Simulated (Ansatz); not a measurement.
Which is lower?

The two ends of one reaction step of CH8SeSi, singlet (PBE0-D4/def2-TZVP).

A:

```json
{"atom": "Si1", "x (Å)": "-0.2125", "y (Å)": "0.2652", "z (Å)": "0.2609"}
{"atom": "H2", "x (Å)": "0.7383", "y (Å)": "-0.8794", "z (Å)": "0.3063"}
{"atom": "H3", "x (Å)": "-1.5461", "y (Å)": "-0.2428", "z (Å)": "-0.1551"}
{"atom": "H4", "x (Å)": "0.2703", "y (Å)": "1.2376", "z (Å)": "-0.7556"}
{"atom": "C5", "x (Å)": "-0.3185", "y (Å)": "1.0812", "z (Å)": "1.9433"}
{"atom": "H6", "x (Å)": "0.3616", "y (Å)": "-2.6610", "z (Å)": "-2.3252"}
{"atom": "Se7", "x (Å)": "0.1829", "y (Å)": "-1.5084", "z (Å)": "-3.2146"}
{"atom": "H8", "x (Å)": "-0.6701", "y (Å)": "0.3736", "z (Å)": "2.6976"}
{"atom": "H9", "x (Å)": "-1.0117", "y (Å)": "1.9252", "z (Å)": "1.9222"}
{"atom": "H10", "x (Å)": "0.6589", "y (Å)": "1.4538", "z (Å)": "2.2580"}
{"atom": "H11", "x (Å)": "1.5468", "y (Å)": "-1.0452", "z (Å)": "-2.9378"}
```

B:

```xyz
11
angstrom
Si -0.7402 0.7611 -0.7153
H 0.5573 -3.0674 1.2559
H -2.1414 0.2720 -0.6526
H -0.7216 2.1011 -1.3587
C 0.0319 0.8483 0.9796
H 0.5742 -2.7010 0.6044
Se 0.2903 -0.7646 -2.0709
H 0.0054 -0.1277 1.4673
H -0.5073 1.5667 1.6034
H 1.0736 1.1699 0.9134
H 1.5780 -0.0586 -2.0264
```

Program: Ansatz 0.2.0. Basis: def2-TZVPP. Cores are frozen in the correlated methods. Filled d shells of the heavier atoms are correlated. The def2 sets are not built for correlating such inner shells, so the correlated values are less sure here. B3LYP uses VWN-RPA correlation.

Q: Which structure is lower at CCSD(T), and by how much? (An estimate is asked for; the value comes from the calculation.)

A: The calculation gives: B, by 37.8 kJ/mol (electronic energy, against the other). By their contacts, A is a complex of CH₆Si ([CH3][SiH3]) + H₂Se and B is a complex of CH₆SeSi ([CH3][SiH2][SeH]) + H₂.

All methods give the same order:

```csv
method,E(B) − E(A) (kJ/mol)
SPW92,-39.9
PBE-D4,-46.2
BLYP-D4,-41.3
r2SCAN-D4,-45.1
B97M-V,-35.1
PBE0-D4,-44.3
B3LYP-D4,-39.5
r2SCAN0-D4,-44.0
BHLYP-D4,-37.3
CAM-B3LYP-D4,-33.7
wB97X-V,-38.1
wB97M-V,-39.7
B2PLYP,-38.3
PBE-QIDH,-44.1
RPA on PBE,-32.4
HF,-24.6
MP2,-48.0
CCSD,-34.0
CCSD(T),-37.8
```

No T1 diagnostic of these runs exceeds 0.009.

Labels in which every atom is bracketed show which atoms are joined, not bond orders.

For scale, one of the runs: CCSD(T)/def2-TZVPP, 233 basis functions, launched by `ansatz run in.yaml --threads 4 --pin off --events-out ev --progress --plain --max-ram 9574MiB`. Hardware: 4 CPU threads of an Arm Neoverse V1, shared host. Wall time 2 min; peak host memory 4 GiB.
